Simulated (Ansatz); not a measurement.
Consider the ligand exchange at a Ge–S bond: `[SH][GeH2][Cl]` + `O[SiH2]F` → `F[SiH2][O][GeH2][Cl]` + H₂S.

Computed with Ansatz on PBE0-D4/def2-TZVP structures; ΔE is electronic, products minus reactants. CCSD(T)/CBS adds triple-zeta CCSD(T) − MP2 to the extrapolated MP2 energy (def2 sets, frozen cores). This one scheme is used for every species. DFT in def2-TZVPP. For Ge outer-core shells are correlated without core-valence functions, which leaves a few kJ/mol of doubt a bond. Scalar relativity is left out up to krypton. Each species was taken in one conformer, which may not be the lowest.

`[SH][GeH2][Cl]`:

Z-matrix (Å, degrees):
```
Ge
Cl 1 2.156
S 1 2.205 2 110.8
H 1 1.530 2 107.6 3 -116.4
H 1 1.532 2 105.9 3 120.9
H 3 1.343 1 94.0 2 72.4
```

`O[SiH2]F`:

Z-matrix (Å, degrees):
```
Si
F 1 1.596
O 1 1.630 2 111.0
H 1 1.482 2 106.0 3 121.4
H 1 1.474 2 108.2 3 -116.3
H 3 0.958 1 119.1 2 71.8
```

`F[SiH2][O][GeH2][Cl]`:

Cartesian coordinates in Å:
```
F -1.634 0.734 1.474
Si -1.144 1.070 -0.008
O 0.396 0.593 -0.195
Ge 1.333 -0.890 -0.016
Cl 0.079 -2.530 -0.602
H -1.183 2.537 -0.177
H -2.048 0.354 -0.934
H 1.701 -1.075 1.457
H 2.499 -0.794 -0.999
```

H₂S:

Z-matrix (Å, degrees):
```
S
H 1 1.341
H 1 1.341 2 92.3
```

| level | ΔE (kJ/mol) | difference from CCSD(T)/CBS |
| --- | --- | --- |
| PBE-D4 | 11.6 | 12.0 |
| BLYP-D4 | 0.4 | 0.8 |
| r2SCANh-D4 | 3.9 | 4.3 |
| BHLYP-D4 | -6.0 | -5.6 |
| ωB97X-V | -2.4 | -2.0 |
| PBE-QIDH | 4.3 | 4.7 |
| PBE0 | 11.4 | 11.8 |
| r2SCANh | 4.9 | 5.3 |
| CAM-B3LYP | -3.1 | -2.7 |
| LC-ωPBE | 2.9 | 3.3 |
| RPA@PBE/def2-TZVPP | -8.0 | -7.6 |
| MP2/def2-SVP | -13.0 | -12.6 |
| CCSD/def2-SVP | -15.9 | -15.5 |
| CCSD(T)/def2-SVP | -15.2 | -14.8 |
| CCSD/def2-TZVPP | -5.8 | -5.4 |
| MP2/CBS(def2) | 3.1 | 3.5 |
| CCSD(T)/CBS | -0.4 | 0 |

Largest T1 diagnostic among the species: 0.011.

At CCSD(T), def2-SVP lies −14.8 kJ/mol from the extrapolated value and def2-TZVPP −3.9 kJ/mol. In def2-TZVPP, CCSD(T) changes the Hartree–Fock value by +7.6 kJ/mol (the triples alone add +1.5 kJ/mol) and MP2 by +11.2 kJ/mol. The D4 term adds −4.0 kJ/mol with B3LYP and −2.5 kJ/mol with PBE0; it sums over pairs of atoms, weighted by their polarisabilities, and B3LYP, whose exchange is more repulsive, gets the larger term.

B3LYP here is the variant with VWN-RPA as its local correlation; programs differ in this.
